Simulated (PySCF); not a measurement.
# Electron correlation in Nb²⁺ (niobium, charge +2)

[Kr] 4d3, high-spin 4F determinant. Calculation: PySCF 2.14, in x2c-TZVPPall (8s6p6d2f1g, 79 functions); scalar relativity by spin-free X2C-1e. Frozen: [Ar] 3d10; 11 electrons correlated.

```csv
level,correlation energy (mhartree)
CCSD,-261.18
(T),-5.27
CCSD(T),-266.45
```

Diagnostics: T1 = 0.0040, D1 = 0.0083, largest double amplitude 0.027.

Cost of the coupled-cluster step: of the order of 16 core-seconds, for 11 correlated electrons.

Iterations:

```
CC2 = 0
CCSD nocc = (np.int64(7), np.int64(4)), nmo = (65, 65)
frozen orbitals [[0, 1, 2, 3, 4, 5, 6, 7, 8, 9, 10, 11, 12, 13], [0, 1, 2, 3, 4, 5, 6, 7, 8, 9, 10, 11, 12, 13]]
max_cycle = 100
direct = 0
conv_tol = 1e-08
conv_tol_normt = 1e-06
diis_space = 8
diis_start_cycle = 0
Init t2, MP2 energy = -0.244579881863104
Init E_corr(UCCSD) = -0.244579881865275
cycle = 1  E_corr(UCCSD) = -0.257737121805434  dE = -0.0131572399  norm(t1,t2) = 0.0265351
cycle = 2  E_corr(UCCSD) = -0.260475843970311  dE = -0.00273872216  norm(t1,t2) = 0.00615685
cycle = 3  E_corr(UCCSD) = -0.261190850247175  dE = -0.000715006277  norm(t1,t2) = 0.00186731
cycle = 4  E_corr(UCCSD) = -0.261191519592854  dE = -6.69345679e-07  norm(t1,t2) = 0.00021511
cycle = 5  E_corr(UCCSD) = -0.261181521068024  dE = 9.99852483e-06  norm(t1,t2) = 7.10558e-05
cycle = 6  E_corr(UCCSD) = -0.261182449529019  dE = -9.28460995e-07  norm(t1,t2) = 1.51489e-05
cycle = 7  E_corr(UCCSD) = -0.261182483165138  dE = -3.36361196e-08  norm(t1,t2) = 2.71008e-06
cycle = 8  E_corr(UCCSD) = -0.261182440512025  dE = 4.26531137e-08  norm(t1,t2) = 6.37321e-07
cycle = 9  E_corr(UCCSD) = -0.261182444643586  dE = -4.13156109e-09  norm(t1,t2) = 1.19875e-07
UCCSD converged
E(UCCSD) = -3816.796281006091  E_corr = -0.2611824446435859
UCCSD(T) correction = -0.00526673191802721
```

This basis was not built for core-valence correlation, so the inner-shell part is incomplete.
